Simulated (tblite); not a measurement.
C6H9S (doublet state).
SMILES with atom numbers: `[CH2:1]=[C:2]([CH3:3])[CH:4][C@H:5]1[CH2:6][S:7]1` (hydrogens: H8, H9 on C1; H10, H11, H12 on C3; H13 on C4; H14 on C5; H15, H16 on C6)

Structure used (GFN2-xTB), in Å, numbered top down from 1:
```
atom  x, y, z in Å
C1    -1.6410    1.2275    1.3401
C2    -0.9967    0.4776    0.4073
C3    -1.7525   -0.0827   -0.7642
C4     0.3819    0.2265    0.5283
C5     1.1596   -0.5320   -0.3838
C6     2.6347   -0.6255   -0.2658
S7     1.9034   -2.1468    0.3497
H8    -1.1194    1.6356    2.1880
H9    -2.6918    1.4415    1.2640
H10   -1.3625    0.3160   -1.6999
H11   -1.6577   -1.1671   -0.7880
H12   -2.8063    0.1722   -0.6944
H13    0.8814    0.5842    1.4181
H14    0.7329   -0.7628   -1.3512
H15    3.2069   -0.7345   -1.1784
H16    3.1194   -0.0205    0.4912
```

The geometry is computed with GFN2-xTB (gas phase). This method treats the open shell by occupation alone, without spin polarisation.

Masses are those of the commonest isotopes; rigid-rotor values at the optimised geometry. The values belong to one conformer with, in the numbering `[CH2:1]=[C:2]([CH3:3])[CH:4][C@H:5]1[CH2:6][S:7]1`, C1–C2–C4–C5 180°, C2–C4–C5–C6 173°.

(1) Give the principal moments of inertia and the rotational constants in MHz.

(2) What kind of rotor is it?

(3) Is it planar, by Δ = Ic − Ia − Ib?

(4) Where do the levels up to J = 3 lie, in K?

(5) Estimate the classical rotational partition function at 10 K, 200 K and 500 K.

## Answers

(1) Ia = 102.57, Ib = 456.74, Ic = 478.56 u·Å²; 505379 MHz·u·Å²/I gives A = 4927, B = 1106, C = 1056 MHz.

(2) A near-prolate asymmetric top: κ = (2 × 1106 − 4927 − 1056)/(4927 − 1056) = -0.97.

(3) Not planar: Δ = Ic − Ia − Ib = -80.75 u·Å². For a rigid frame Δ = −2 Σ m c², so Σ m c² = 40.38 u·Å² lies off the ab plane: 7.62 from hydrogen and 32.75 from heavier atoms. The atom farthest from that plane is 1.72 Å away.

(4) Above 0(0,0), as E/k:
J = 1: 1(0,1) 0.104, 1(1,1) 0.287, 1(1,0) 0.290
J = 2: 2(0,2) 0.311, 2(1,2) 0.492, 2(1,1) 0.500, 2(2,1) 1.050, 2(2,0) 1.050
J = 3: 3(0,3) 0.623, 3(1,3) 0.800, 3(1,2) 0.815, 3(2,2) 1.361, 3(2,1) 1.361, 3(3,1) 2.284, 3(3,0) 2.284
The levels of one J sum to (2J + 1)J(J + 1)(A + B + C)/3.

(5) Point group C1, symmetry number σ = 1; q = (√π/σ)·√((kT/h)³/(ABC)), k/h = 20836.6 MHz/K: 2220 at 10 K, 199000 at 200 K, 786000 at 500 K.

For this open shell read J as N, the rotation without spin; fine and hyperfine splittings come on top. Its GFN2-xTB frequencies are all real (lowest 65 cm⁻¹). These are rigid-rotor constants of the computed structure; measured ground-state constants (B0) also hold zero-point vibration.
